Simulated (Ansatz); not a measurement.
Cartesian coordinates in Å:
```
C 0.815 0.436 1.427
As 0.182 -0.991 0.232
C -1.664 -0.344 0.045
C 0.874 -0.225 -1.440
H 0.374 0.301 2.415
H 0.544 1.421 1.042
H 1.900 0.372 1.523
H -1.686 0.719 -0.201
H -2.166 -0.908 -0.743
H -2.201 -0.509 0.980
H 0.471 -0.784 -2.287
H 1.961 -0.315 -1.456
H 0.597 0.826 -1.537
```

Total charge 0; spin multiplicity 1.

Q: List the PBE/def2-TZVPP orbital energies in eV (Ansatz). (Estimate.)

A: Computed: Occupied: -11540.28, -1446.93, -1294.06, -1294.06, -1294.02, -268.73, -268.73, -268.73, -182.49, -130.89, -130.89, -130.74, -40.39, -40.39, -40.28, -40.28, -40.22, -18.38, -16.77, -16.77, -12.98, -10.42, -10.12, -10.12, -9.56, -9.56, -9.32, -7.46, -7.46, -5.39. Lowest empty: 0.36, 0.36, 0.42, 1.53, 1.86, 2.17, 2.17, 2.34.
